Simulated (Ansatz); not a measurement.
F2HOY, SMILES `[OH][Y]([F])[F]`, 5 atoms. The species carries charge 0 and has multiplicity 1. Correlated methods include outer-core shells of Y, which these sets cover unevenly. Y: def2 effective core potential. Hardware: A = 2 threads of a server CPU on a shared host; B = 2 threads of an AMD EPYC 7R13 on a shared host and a share of an NVIDIA H100 80 GB. Correlated methods freeze the cores. Open-shell runs search over several starts.

Q: Give the basis size and wall time and peak host memory of each of these runs in Ansatz. UHF-CCSD(T)/def2-TZVPP energy of the cation [B]; RHF-CCSD(T)/def2-QZVPP energy [B]; RKS PBE0-D4/def2-TZVP frequencies [A]; RKS ωB97M-V/def2-SVP energy [A]; RHF-CCSD(T)/def2-SVP energy [A]; UHF-CCSD(T)/def2-QZVPP energy of the cation [B]; UKS ωB97X-V/def2-TZVPP energy of the cation [A]; RKS PBE0-D4/def2-TZVP relaxation (12 steps) [A]; RKS ωB97M-V/def2-QZVPP energy [A]; RKS CAM-B3LYP-D4/def2-TZVPP energy [A]; UKS r2SCAN-D4/def2-TZVPP energy of the cation [A]; direct RPA on PBE orbitals/def2-TZVPP energy [A]. (An estimate is asked.)

A: Computed: Other jobs shared the machine, so times are rough.

```csv
level,job,functions,wall time,peak host memory (GiB)
RKS CAM-B3LYP-D4/def2-TZVPP,energy [A],163,3.8 s,0.36
RHF-CCSD(T)/def2-QZVPP,energy [B],282,4.6 s,0.84
RHF-CCSD(T)/def2-SVP,energy [A],78,6 s,0.3
direct RPA on PBE orbitals/def2-TZVPP,energy [A],163,8 s,0.33
RKS ωB97M-V/def2-SVP,energy [A],78,8 s,0.26
UHF-CCSD(T)/def2-TZVPP,energy of the cation [B],163,22 s,0.82
RKS ωB97M-V/def2-QZVPP,energy [A],282,22 s,0.82
RKS PBE0-D4/def2-TZVP,relaxation (12 steps) [A],139,42 s,0.28
UKS r2SCAN-D4/def2-TZVPP,energy of the cation [A],163,50 s,0.45
UKS ωB97X-V/def2-TZVPP,energy of the cation [A],163,51 s,0.74
RKS PBE0-D4/def2-TZVP,frequencies [A],139,2.2 min,0.27
UHF-CCSD(T)/def2-QZVPP,energy of the cation [B],282,3.2 min,1.3
```
